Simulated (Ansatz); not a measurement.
`N#[C][Sn]([Cl])([Cl])[Cl]` + HBr → `[Cl][Sn]([Cl])([Cl])[Br]` + `C#N`  (ligand exchange at the Sn–C bond)

Gas-phase electronic energies from Ansatz, PBE0-D4/def2-TZVP geometries. CBS: MP2 limit from def2 TZ/QZ plus the TZ coupled-cluster correction, frozen cores. This one scheme is used for every species. def2 core potentials past Kr. For Br, Sn outer-core shells are correlated without core-valence functions, which leaves a few kJ/mol of doubt a bond. Scalar relativity is left out up to krypton.

```
             level  ΔE (kcal/mol)
       HF/def2-SVP          -23.4
     HF/def2-QZVPP          -23.8
SCS-MP2/def2-QZVPP          -22.0
      HF/CBS(def2)          -23.9
```

(1) What does CCSD(T)/CBS give? (Estimate.)

(2) What do rigid-rotor, harmonic-oscillator terms from PBE0-D4/def2-TZVP frequencies (298.15 K, 1 bar) make of the CCSD(T)/CBS value? (Best estimate.)

Largest T1 diagnostic among the species: 0.014.

Results:

(1) Computed: -22.8 kcal/mol. The listed levels differ from it by -0.6, -1.0, 0.8, -1.1 kcal/mol.

(2) Ansatz gave: ΔZPE = +2.1 kcal/mol, ΔH = -21.0 kcal/mol, ΔS = -2 J/(mol·K), ΔG = -20.8 kcal/mol.

At CCSD(T), def2-SVP lies +2.2 kcal/mol from the extrapolated value and def2-TZVPP +3.0 kcal/mol. Leaving LDA and LC-ωPBE aside and taking each functional with its dispersion term where it has one, the values, not all of them listed here, spread over 2.3 kcal/mol, from BHLYP-D4 to ωB97X-V. In def2-TZVPP, CCSD(T) changes the Hartree–Fock value by +3.9 kcal/mol (the triples alone add +0.4 kcal/mol) and MP2 by +2.7 kcal/mol.
